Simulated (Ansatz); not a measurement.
Reaction R1 + R2 → P1 + P2, each structure at its B3LYP-D3(BJ)/def2-TZVP stationary point, reached from a drawn start (curvature not checked).
P1: F atom, charge 0, multiplicity 2.
R1: H atom, charge 0, multiplicity 2.
P2, SiH4 (SMILES [SiH4]) (charge 0, multiplicity 1, Z-matrix in Å and degrees):
```
Si
H 1 1.4803
H 1 1.4803 2 109.47
H 1 1.4803 2 109.47 3 120.00
H 1 1.4803 2 109.47 3 -120.00
```
R2, FH3Si (SMILES F[SiH3]) (charge 0, multiplicity 1):
```
atom    x (Å)    y (Å)    z (Å)
----  -------  -------  -------
Si    -0.0424   0.0010  -0.0091
F      1.5278  -0.0353   0.3269
H     -0.3909   1.3681  -0.4465
H     -0.3082  -0.9741  -1.0863
H     -0.7863  -0.3596   1.2150
```

P less R. No zero-point or thermal terms; singlets are restricted closed shells; open shells are unrestricted; no spin–orbit coupling.

Cores are frozen in the correlated methods.

Codes used: Ansatz (Gaussian basis) for Hartree–Fock, density functionals and correlated methods. No computed number here is a measurement.

```tsv
level	reaction energy (kcal/mol)
HF/cc-pV(T+d)Z	38.16
PBE/def2-TZVPP	59.45
PBE0/def2-TZVPP	54.61
wB97X-V/def2-TZVPP	55.37
MP2/cc-pV(Q+d)Z	67.03
SCS-MP2/cc-pV(D+d)Z	47.72
SCS-MP2/cc-pV(T+d)Z	58.09
SCS-MP2/cc-pV(Q+d)Z	60.86
CCSD/cc-pV(Q+d)Z	(withheld)
```

Task: Some entries are withheld; supply them.

Result: 
- CCSD/cc-pV(Q+d)Z, reaction energy (kcal/mol): 54.50

Ansatz is a program for electronic structure.
